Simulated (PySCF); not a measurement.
Precursor series Ta Cl-NH2. All species are isolated molecules in the gas phase. One relaxed conformer stands for each flexible species; it need not be the lowest. In the def2 sets, heavy atoms carry core potentials. All members: neutral, multiplicity 1. Level: B3LYP-D3(BJ)/def2-TZVP // r2SCAN-D4/def2-SVP (PySCF), beside PBE-D3(BJ)/def2-TZVP // r2SCAN-D4/def2-SVP (PySCF) at the same geometries. B3LYP has the VWN-RPA correlation part, as in Gaussian. 

```
species          HOMO–LUMO gap, PBE (eV)  HOMO–LUMO gap, B3LYP-D3(BJ) (eV)
---------------  -----------------------  --------------------------------
[Ta(Cl)2(NH2)3]                     2.98                              4.71
[Ta(Cl)3(NH2)2]                     3.36                              5.00
[Ta(Cl)5]                           3.39                          withheld
[Ta(Cl)(NH2)4]                      3.84                              5.56
[Ta(NH2)5]                          3.86                              5.56
```

Task: Fit y = a + b·x, y being the HOMO–LUMO gap at the first level, to the 4 complete rows by least squares, with x = the PBE value in eV. Give a, b and the rms residual, and predict the withheld value.

Result: Means of the 4 rows: x̄ = 3.51, ȳ = 5.2075 eV. Σ(x − x̄)² = 0.5348 and Σ(x − x̄)(y − ȳ) = 0.5345, so b = 0.999 and a = ȳ − b·x̄ = 1.701 eV. The rms residual is 0.035 eV. At x = 3.39 the line gives 5.09 eV. The run for [Ta(Cl)5] gave 4.93 eV, so the line is off by 0.16 eV, more than twice the rms residual.

Codes: PySCF.
